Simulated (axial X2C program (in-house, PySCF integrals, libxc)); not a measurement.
# Potential curves of GaC, with spin–orbit coupling

All values were computed with an axial X2C code built on PySCF integrals. Two-component (2c) means X2C with spin–orbit coupling and atomic mean-field two-electron Coulomb and Gaunt terms. Basis: Ga dyall-cv3z [9s9p7d4f1g], C dyall-v3z [7s6p2d1f] (cores contracted in-house); Gaussian nuclei, density fitting, unrestricted open shells. Masses: Ga 68.926 u, C 12.000 u.

State: Ω = 3/2 (⟨Sz⟩ = 1.50, ⟨Lz⟩ = 0.00 at HF). Energies in eV from the fragments at the same level (Ga + C). Fits are polynomials in 1 − R0/R over 0.85 to 1.23 times the lowest point R0.

```csv
R (Å),MP2
1.7417,-2.2650
1.8218,-2.6541
1.8819,-2.8308
1.9419,-2.9326
2.0020,-2.9761
2.0721,-2.9704
2.1421,-2.9192
2.2322,-2.8058
2.3423,-2.6195
2.5025,-2.2985
```

Correlated methods: 7 electrons correlated (number of frozen shells: Ga 3 s, 2 p, 1 d; C 1 s), 235 virtual spin orbitals or spinors in MP2.

The state is a single determinant with fixed occupations, the lowest that a limited PBE0 search found. Dissociation energies refer to the lowest single-determinant-based atoms at the same level and basis. In 2c an atomic determinant is not the ground J level, so De misses part of the atomic spin–orbit lowering. This holds for MP2. With several unpaired electrons one determinant need not be a pure state. This is the top spin component of a Σ state; components of lower Ω are not single determinants and can lie lower. With the outer-core shells frozen, correlated bond lengths of heavy atoms tend to come out a few hundredths of an ångström too long. MP2 and coupled cluster on one determinant become unreliable at the stretched end.

(1) Fit the MP2 curve near its minimum: give the equilibrium distance, the harmonic wavenumber and the well depth.

Answers

(1) At MP2, 2c: Re = 2.029 Å, ωe ≈ 544 cm⁻¹, De = 2.98 eV to Ga + C; Be follows as 0.401 cm⁻¹.
